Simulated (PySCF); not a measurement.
A GIAO shielding run with PySCF (density fitting, non-relativistic, gas phase) on `N[SiH2][SiH2]NC1CCC1`, C₄H₁₄N₂Si₂:

```
$ OMP_NUM_THREADS=1 python probes_run.py task.json out

{"job": {"kind": "nmr", "xc": "PBE0", "basis": "pcSseg-1"}, "charge": 0, "multiplicity": 1}
N      4.000096     0.034446    -0.852017
Si     3.177938     0.800342     0.457074
Si     1.050794     1.328743    -0.208561
N      0.067432    -0.077438    -0.100602
C     -1.328239    -0.085717    -0.406206
C     -1.968937    -1.453479    -0.714819
C     -3.140655    -1.094697     0.211096
C     -2.337653     0.098063     0.751617
H      3.840696     0.360902    -1.790928
H      4.969431    -0.218112    -0.742924
H      3.865482     2.023193     0.922459
H      3.333940    -0.162968     1.556913
H      0.512779     2.455520     0.586939
H      0.897875     1.772911    -1.606033
H      0.306514    -0.791134     0.571676
H     -1.495074     0.639276    -1.203766
H     -1.364781    -2.275737    -0.334712
H     -2.213656    -1.647325    -1.756332
H     -3.422470    -1.851808     0.940072
H     -4.028710    -0.787877    -0.337536
H     -2.852585     1.055067     0.794752
H     -1.880626    -0.102786     1.719542
```

Hardware: 1 thread of an Intel Xeon, shared host. The job also computes population analyses, field gradients, ring-centre shieldings.

(1) How large is the calculation?

(2) How long does it take, and how much memory does it need?

## Answers

(1) 80 electrons, 220 basis functions and 1178 auxiliary functions.

(2) 2.2 min of wall time, with 13 SCF cycles and 4 response iterations; peak memory 1.1 GiB. Times on a shared host scatter by some tens of per cent.
